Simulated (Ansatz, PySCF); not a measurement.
Process, species as SMILES: NC1CCCC1 + 6 C (CH4) → 5 CC (C2H6) [ethane] + CN (CH5N)
Each molecule is optimised on its own at B3LYP-D3(BJ)/def2-TZVP (Ansatz, a quantum-chemistry and plane-wave program), one conformer each, not searched for the lowest.
Geometry of the first species:
```xyz
17

C     -1.6562     0.2564     0.2383
C     -1.2088    -1.1684    -0.1983
C      0.2973    -1.0564    -0.4958
C      0.7641     0.1354     0.3413
C     -0.3883     1.1266     0.1732
N      2.0390     0.6776    -0.1213
H     -2.0545     0.2328     1.2540
H     -2.4473     0.6522    -0.3987
H     -1.3896    -1.8842     0.6053
H     -1.7632    -1.5258    -1.0661
H      0.4714    -0.8141    -1.5475
H      0.8442    -1.9749    -0.2733
H      0.7962    -0.1784     1.3981
H     -0.3798     1.9223     0.9209
H     -0.2852     1.5948    -0.8093
H      2.3091     1.4809     0.4351
H      2.7774    -0.0101    -0.0217
```
Charge 0, spin multiplicity 1.

Quantity: bond separation energy (enthalpy at 298 K, with B3LYP-D3(BJ) rigid-rotor harmonic-oscillator terms from PySCF), in kJ/mol. Cores are frozen in the correlated levels unless marked. No spin-orbit coupling. Non-relativistic. Basis-set limits of correlation are two-point, X^-3; Hartree-Fock from the larger set. [CCSD(T)-MP2]/basis is that difference in the basis named.

```csv
level,program,bond separation energy (kJ/mol)
BLYP-D4/def2-TZVPD,Ansatz + dftd4,50.8
PBE0/def2-TZVPD,Ansatz,40.5
```

Q: Predict the RI-MP2/CBS(cc-pVTZ,cc-pVQZ)+[CCSD(T)-MP2]/cc-pVTZ result (Ansatz).

A: 57.5 kJ/mol, so PBE0/def2-TZVPD differs from it by -17.0 kJ/mol.
